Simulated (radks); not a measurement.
Species: Hf III. Configuration: [Xe] 4f14 5d2. Calculated with a radial shooting solver on a logarithmic mesh with Libxc functionals: Dirac Kohn-Sham, BP86, spin-unpolarised, spherical densities, finite nucleus; open shells are shared between the two j in proportion to 2j + 1; Fermi nuclear charge, rms radius 5.347 fm.

Normalised radial functions P(r) = r R(r) (large component), r in bohr:

r,5s1/2,5d5/2
0.001952,0.0952,0.0000
0.002604,0.1150,0.0000
0.003501,0.1368,0.0001
0.004707,0.1578,0.0002
0.006328,0.1739,0.0005
0.00844,0.1790,0.0010
0.01135,0.1645,0.0023
0.01526,0.1197,0.0051
0.02051,0.0370,0.0109
0.02758,-0.0803,0.0221
0.03678,-0.2024,0.0420
0.04945,-0.2788,0.0754
0.06649,-0.2285,0.1228
0.08939,-0.0122,0.1738
0.1192,0.2730,0.1996
0.1603,0.4027,0.1577
0.2155,0.1456,0.0179
0.2898,-0.3646,-0.1782
0.3865,-0.5907,-0.3008
0.5196,-0.1662,-0.2301
0.6986,0.6171,0.0430
0.9392,1.0894,0.3881
1.253,0.9789,0.6423
1.684,0.5497,0.7292
2.264,0.1934,0.6396
3.044,0.0395,0.4388
4.06,0.0044,0.2273
5.459,0.0002,0.0778
7.34,0.0000,0.0160

5s1/2: eigenvalue -82.011 eV, 4 radial nodes at r = 0.0227, 0.0905, 0.235, 0.555 bohr, <r> = 1.14 bohr, 90 % of the charge inside 1.64 bohr. 5d5/2: eigenvalue -16.589 eV, 2 radial nodes at r = 0.222, 0.672 bohr, <r> = 2.13 bohr, 90 % of the charge inside 3.32 bohr.
